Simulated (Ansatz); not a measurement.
One change: `FBOC(F)(F)F` becomes `[F][SnH2][O]C(F)(F)F`.

Ansatz, PBE0-D4/def2-TZVP geometries, multiplicity 1. Each molecule was computed in one conformer, which needn't be the lowest.

Elements past krypton have def2 core potentials.

| property | `FBOC(F)(F)F` |
| --- | --- |
| HOMO–LUMO gap (PBE0/def2-TZVPP) / eV | 10.22 |
| LUMO energy (PBE0/def2-TZVPP) / eV | -0.58 |
| HOMO energy (PBE0/def2-TZVPP) / eV | -10.80 |
| HOMO energy (B3LYP/def2-TZVPP) / eV | -10.58 |
| LUMO energy (ωB97M-V/def2-TZVPP) / eV | 1.41 |
| LUMO energy (PBE/def2-TZVPP) / eV | -1.61 |

**Question.** What does the change do to each property? (Estimate.)

**Answer.** Computed: 
```csv
property,`[F][SnH2][O]C(F)(F)F`,shift
HOMO–LUMO gap (PBE0/def2-TZVPP) / eV,8.95,-1.27
LUMO energy (PBE0/def2-TZVPP) / eV,-1.18,-0.60
HOMO energy (PBE0/def2-TZVPP) / eV,-10.12,0.68
HOMO energy (B3LYP/def2-TZVPP) / eV,-9.84,0.74
LUMO energy (ωB97M-V/def2-TZVPP) / eV,0.52,-0.89
LUMO energy (PBE/def2-TZVPP) / eV,-2.16,-0.55
```

With PBE0 the HOMO rises by 0.68 eV and the LUMO falls by 0.60 eV, so the gap narrows by about 1.28 eV. PBE moves the HOMO by 0.78 eV and ωB97M-V by 0.74 eV.

B3LYP here is the variant with VWN-RPA as its local correlation; programs differ in this.
